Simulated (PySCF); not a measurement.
## SiSe, PBE0: how much the basis matters

PySCF, UKS reference; singlet, unpaired electrons none; De to Si + Se without counterpoise correction.

| basis | relativity | functions | Re (Å) | ωe (cm⁻¹) | De (eV) | μ (D) |
| --- | --- | --- | --- | --- | --- | --- |
| cc-pV(D+d)Z/cc-pVDZ-PP | scalar-relativistic core potentials | 46 | 2.067 | 594 | 5.43 | -1.33 |
| x2c-SVPall | spin-free X2C | 50 | 2.063 | 597 | 5.48 | -1.18 |
| cc-pV(T+d)Z/cc-pVTZ-PP | scalar-relativistic core potentials | 78 | 2.060 | 592 | 5.49 | -1.33 |
| x2c-TZVPPall | spin-free X2C | 90 | 2.057 | 592 | 5.50 | -1.38 |
| def2-TZVPPD | no relativity | 105 | 2.061 | 594 | 5.53 | -1.41 |

(1) How does each smaller set differ from the one with most functions, def2-TZVPPD?

A positive dipole means Si(−)Se(+). 

Answers

(1) cc-pV(D+d)Z/cc-pVDZ-PP: +0.6 pm, +0.0 % in ωe, -0.10 eV in De; x2c-SVPall: +0.2 pm, +0.5 % in ωe, -0.05 eV in De; cc-pV(T+d)Z/cc-pVTZ-PP: -0.1 pm, -0.3 % in ωe, -0.04 eV in De; x2c-TZVPPall: -0.4 pm, -0.3 % in ωe, -0.03 eV in De. All at PBE0; the set with most functions is neither the basis-set limit nor always the best. The rows treat relativity differently, so the differences are not basis effects alone.
